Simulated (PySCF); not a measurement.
Cl2Zn, SMILES [Cl][Zn-][Cl] (connectivity only; charge and spin as stated), charge -1, multiplicity 2.

Coordinates come from a B3LYP-D3(BJ)/def2-SVPD optimisation.

All values below come from B3LYP-D3(BJ)/def2-SVPD (PySCF 2.14.0).

Frequencies are harmonic and unscaled.

Computed vibrational spectrum:
```
mode  ν (cm⁻¹)  IR (km/mol)  moving atoms (share of kinetic energy)
----  --------  -----------  --------------------------------------
1           90          3.5                        Cl 73 %, Zn 27 %
2          255         37.4                        Cl 75 %, Zn 25 %
3          279        107.2                        Cl 55 %, Zn 45 %
```
